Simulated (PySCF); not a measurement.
**Spin-rotation constants: `[GaH2]/[CH]=C/F`, C₂H₄FGa**

Geometry:
| atom | x (Å) | y (Å) | z (Å) |
| --- | --- | --- | --- |
| F1 | 2.587 | 0.146 | 0.127 |
| C2 | 1.303 | -0.167 | 0.263 |
| C3 | 0.315 | 0.477 | -0.364 |
| Ga4 | -1.518 | -0.087 | -0.079 |
| H5 | 1.171 | -1.012 | 0.950 |
| H6 | 0.604 | 1.305 | -1.022 |
| H7 | -1.751 | -1.297 | 0.896 |
| H8 | -2.703 | 0.644 | -0.798 |

The calculation used GIAO B97-2/aug-pcSseg-1 magnetisability, rotational g tensor and spin-rotation constants, non-relativistic, gas phase (PySCF). Geometry: PBE0-D3(BJ)/def2-SVP.

The calculation is non-relativistic, which matters for the atoms heavier than Zn.

Question: Give the nuclear spin-rotation constants along the inertial axes (H = +C I·J) beside the isotropic shieldings.

Answer: Rotational constants 37.3372, 1.6379, 1.5690 GHz. A star marks the isotopologue with that one atom substituted, in its own axes.
```csv
atom,isotope,Caa (kHz),Cbb (kHz),Ccc (kHz),mean (kHz),σ (ppm)
F1,19F,56.696,3.062,0.958,20.239,238.8
Ga4,69Ga,84.249,3.775,2.800,30.275,1194.8
H5,1H,-3.364,0.148,-0.150,-1.122,24.2
H6,1H,-3.086,0.148,-0.185,-1.041,25.3
H7,1H,-2.353,0.060,-0.125,-0.806,25.7
H8,1H,-0.077,-0.041,-0.121,-0.080,25.5
C2,13C*,16.818,0.689,0.423,5.976,9.8
C3,13C*,13.917,0.639,0.186,4.914,67.9
```
For the geometry as given, no vibrational averaging.

Question: How do the rotational constants and the g tensor change when H5, H6, H7, H8 are replaced by deuterium?

Answer: Constants 23.2399, 1.5821, 1.4812 GHz; g -0.2284, -0.0207, -0.0080, against -0.3669, -0.0215, -0.0084 before.
